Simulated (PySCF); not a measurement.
F₂OS, charge -1, doublet, geometry from GFN2-xTB (a state made from the parent by changing its charge; the spin is typed, not shown lowest) (in this run its highest filled SCF level lies above zero, so its values depend strongly on the basis, on diffuse functions most of all). Base run: TPSS/6-31G** (PySCF).

Geometry (Å):
```xyz
4

O      1.3026    -0.0915    -0.1798
S     -0.1377     0.0097     0.0190
F     -0.3419     1.8654    -0.0396
F     -0.5711    -1.8013     0.1657
```
Charge -1, spin multiplicity 2.
Orbitals are unrestricted.
All else is at PySCF's defaults.
Base energy -673.09276 Eh.

Variants of this job, named by their change:

| change | ΔE vs base (mEh) | SCF cycles | <S^2> | outcome |
|---|---|---|---|---|
| base | 0.000 | 10 | 0.752 | converged |
| level_shift = 1.0 (with mf.max_cycle = 100) | 0.000 | 44 | 0.752 | converged |
| conv_tol = 1e-7 | 0.000 | 9 | 0.752 | converged |
| diis_space = 4 | 0.000 | 14 | 0.752 | converged |
| diis_space = 2 | - | 50 | - | not converged |
| conv_tol_grad = 1e-7 | 0.000 | 14 | 0.752 | converged |
| diis = off; damp = 0.3 (with mf.diis_start_cycle = 200; with mf.max_cycle = 150) | - | 150 | - | not converged |
| conv_tol = 1e-4 | 0.001 | 7 | 0.752 | converged |
| init_guess = atom | 0.000 | 12 | 0.752 | converged |
| init_guess = sap | 0.000 | 12 | 0.752 | converged |
| init_guess = vsap | 0.000 | 12 | 0.752 | converged |
| init_guess = huckel | 0.000 | 13 | 0.752 | converged |
| conv_tol = 1e-11 | 0.000 | 13 | 0.752 | converged |

Open shells are given as the SCF converged; they aren't shown to be the lowest states, and a large step between rows can be another state.
